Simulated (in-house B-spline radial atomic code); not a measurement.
Radial electron density of the praseodymium ion Pr⁺, [Xe] 4f3 6p1. Computed with a radial B-spline atomic code at the basis-set limit: Dirac-Kohn-Sham LDA VWN5, spherical fractional occupations, Fermi nucleus of rms radius 4.8919 fm, inside a hard spherical wall at 7.25 bohr.

Columns: r (bohr), 4πr²n(r) (electrons per bohr), bar.

```
0.000979    2.884 #
 0.00121    4.115 ##
  0.0015    5.862 ###
 0.00185    8.215 ####
 0.00229    11.46 #####
 0.00283    15.76 #######
  0.0035    21.38 #########
 0.00432    28.38 ############
 0.00534     36.9 ################
 0.00661    46.73 ####################
 0.00817    57.08 #########################
  0.0101    66.92 #############################
  0.0125    74.74 #################################
  0.0154    78.86 ##################################
  0.0191    78.57 ##################################
  0.0236     74.7 #################################
  0.0292     70.4 ###############################
  0.0361    70.37 ###############################
  0.0446    77.76 ##################################
  0.0551     90.6 ########################################
  0.0681    100.8 ############################################
  0.0842    99.59 ###########################################
   0.104    87.19 ######################################
   0.129    76.04 #################################
   0.159    78.51 ##################################
   0.197    87.68 ######################################
   0.243    82.67 ####################################
   0.301    58.27 #########################
   0.372     36.5 ################
    0.46     33.9 ###############
   0.569    38.66 #################
   0.703    33.54 ###############
   0.869    21.28 #########
    1.07    12.79 ######
    1.33    9.405 ####
    1.64    7.217 ###
    2.03    4.328 ##
    2.51    1.926 #
     3.1   0.7856 
    3.84   0.4804 
    4.74   0.3456 
    5.86   0.1282 
    7.18 0.0003334
```

On this grid the curve has 4 maxima, near 0.0154, 0.0681, 0.197, 0.569 bohr.

The 6p1/2 radial function P(r) = rR(r), positive near the nucleus, with its small component Q(r) (sign convention: Q ≈ (P' + κP/r)/2c):

```
r (bohr)          P           Q
0.000792  0.0006235    0.002065
 0.00121   0.001024    0.002976
 0.00185   0.001738    0.004252
 0.00283   0.003048    0.005991
 0.00432   0.005482    0.008245
 0.00661    0.01005     0.01098
  0.0101    0.01835     0.01385
  0.0154    0.03238     0.01599
  0.0236    0.05341      0.0159
  0.0361    0.07614     0.01173
  0.0551    0.08143    0.003121
  0.0842    0.03684   -0.006254
   0.129   -0.06338   -0.008723
   0.197    -0.1201   -0.001323
   0.301   0.002022    0.005843
    0.46     0.1746    0.002612
   0.703    0.04804   -0.003398
    1.07    -0.2569    -0.00257
    1.64    -0.2167    0.001117
    2.51     0.2469    0.002128
    3.84      0.599   0.0007792
    5.86      0.341  -0.0006424
```
